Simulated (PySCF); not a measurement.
FH₆NOSi₂, SMILES F[SiH2][Si@H](O)N.

The structure is a stationary point at PBE-D3(BJ)/def2-SVP. The structure was generated by enumeration; whether it is a known compound was not checked. One conformer was computed; it need not be the lowest.

The numbers are results of TDDFT-B3LYP/def2-SVPD (PySCF), not measurements.

Vertical excitations. Gas-phase values at a fixed geometry.

| state | energy (eV) | λ (nm) | f | main pairs |
|---|---|---|---|---|
| S1 | 5.73 | 216 | 0.020 | HOMO→LUMO 93 % |
| S2 | 6.12 | 203 | 0.010 | HOMO−1→LUMO 59 %, HOMO→LUMO+1 35 % |
| S3 | 6.31 | 196 | 0.043 | HOMO→LUMO+1 61 %, HOMO−1→LUMO 33 % |
| S4 | 6.87 | 181 | 0.040 | HOMO−1→LUMO+1 94 % |
| S5 | 6.94 | 179 | 0.007 | HOMO−2→LUMO 97 % |
| S6 | 7.18 | 173 | 0.045 | HOMO→LUMO+2 93 % |
| S7 | 7.35 | 169 | 0.003 | HOMO−3→LUMO 95 % |
| S8 | 7.54 | 164 | 0.057 | HOMO→LUMO+3 74 % |
| S9 | 7.63 | 163 | 0.018 | HOMO−1→LUMO+2 39 %, HOMO→LUMO+4 23 %, HOMO−2→LUMO+1 19 %, HOMO→LUMO+3 14 % |
| S10 | 7.71 | 161 | 0.041 | HOMO−2→LUMO+1 73 %, HOMO−1→LUMO+2 19 % |
| T1 | 5.17 | 240 | 0 | HOMO→LUMO 76 %, HOMO−1→LUMO 21 % |
| T2 | 5.71 | 217 | 0 | HOMO−1→LUMO 48 %, HOMO→LUMO+1 38 %, HOMO→LUMO 10 % |
| T3 | 5.80 | 214 | 0 | HOMO→LUMO+1 47 %, HOMO−1→LUMO 27 %, HOMO→LUMO 11 %, HOMO−1→LUMO+1 9 % |
| T4 | 6.22 | 199 | 0 | HOMO−1→LUMO+1 76 % |
Triplets are in the Tamm–Dancoff approximation, which puts them higher than full response would, so one can lie above its singlet here.
